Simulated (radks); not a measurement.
Neutral bromine, configuration [Ar] 3d10 4s2 4p5. Calculated with a radial shooting solver on a logarithmic mesh with Libxc functionals: scalar-relativistic Kohn-Sham, SOGGA, spin-unpolarised, spherical densities, finite nucleus; Fermi nuclear charge, rms radius 4.1629 fm.

Unscreened Slater integrals over Kohn-Sham orbitals (hartree).

\begin{tabular}{lr}
integral & value \\ \hline
F0(4p,4p) & 0.43160 \\
F2(4p,4p) & 0.22108 \\
F0(4p,4s) & 0.47628 \\
G1(4p,4s) & 0.30813 \\
F0(4p,3d) & 0.57133 \\
F2(4p,3d) & 0.10942 \\
G1(4p,3d) & 0.035904 \\
G3(4p,3d) & 0.032730 \\
F0(4p,3p) & 0.57322 \\
F2(4p,3p) & 0.10344 \\
G0(4p,3p) & 0.024603 \\
G2(4p,3p) & 0.028426 \\
F0(4s,4s) & 0.53857 \\
F0(4s,3d) & 0.69138 \\
G2(4s,3d) & 0.057744 \\
F0(4s,3p) & 0.69455 \\
G1(4s,3p) & 0.044924 \\
F0(3d,3d) & 1.5553 \\
F2(3d,3d) & 0.74273 \\
F4(3d,3d) & 0.46686 \\
F0(3d,3p) & 1.5695 \\
F2(3d,3p) & 0.75257 \\
G1(3d,3p) & 0.90986 \\
G3(3d,3p) & 0.56387 \\
F0(3p,3p) & 1.5994 \\
F2(3p,3p) & 0.80171 \\
\end{tabular}

Derived for the open shells (J is the average intra-shell exchange parameter used in DFT+U). 4p: J = F2/5 = 0.04422 hartree.
